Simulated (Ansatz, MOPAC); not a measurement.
Vertical ionisation energy to the doublet of compounds of I, in eV, species as SMILES. Set-up: no spin-orbit coupling; def2 sets with scalar-relativistic core potentials past Kr; open shells spin-unrestricted; each state is the SCF solution reached for its charge and spin. Ab initio and DFT rows: single points at B3LYP-D3(BJ) geometries (Ansatz, a quantum-chemistry and plane-wave program). Semi-empirical rows: differences of heats of formation at the shared geometry for vertical values.

wB97M-V/def2-TZVPD (Ansatz) is a level with limits of its own, not a measurement.

The rows were drawn at random among computed neutral closed-shell members with both values; the withheld row is one of them. Species whose geometry shows other bonds than their SMILES are left out. No case is left out for the size of its miss. Left out are saddle points of the reference geometry, anions that the best level run finds unbound, excited spin states, species near biochemistry, 298 K rows of species without real B3LYP wavenumbers, cases with under five habitual levels, runs that failed or that the program found above a lower state of the same kind, table entries that another table contradicts, and a share of species set aside by lot. Sets whose x spans too little, or whose line has r² under 0.6, are not shown.

| case | AM1 (MOPAC) (x) | wB97M-V/def2-TZVPD (Ansatz) (y) |
|---|---|---|
| I (HI) | 10.52 | 10.52 |
| [K][I] | 6.63 | 7.62 |
| [I][Rb] | 6.48 | 7.44 |
| [In][I] | 8.32 | 8.82 |
| BrI | 10.64 | 10.10 |

Q: Fit y = a + b·x by least squares, and use it to estimate the value at wB97M-V/def2-TZVPD (Ansatz) for ICl, where AM1 (MOPAC) gives 10.88 eV.

A: Means: x 8.5180, y 8.9000. Sums about the means: Sxx 16.268, Sxy 11.198. Slope b = Sxy/Sxx = 0.6883, intercept a = mean y - b·mean x = 3.037; the rows scatter about the line by 0.163 (root mean square), r² = 0.98. A constant shift, the mean of y - x, would give 11.26 eV. Prediction for ICl: 10.53 eV. It lies outside the range of the table, so the fit extrapolates. The value at wB97M-V/def2-TZVPD (Ansatz) is 10.32 eV, so the fit misses by +0.21 eV, against +0.56 eV without it. The fit is meant for species like these alone.
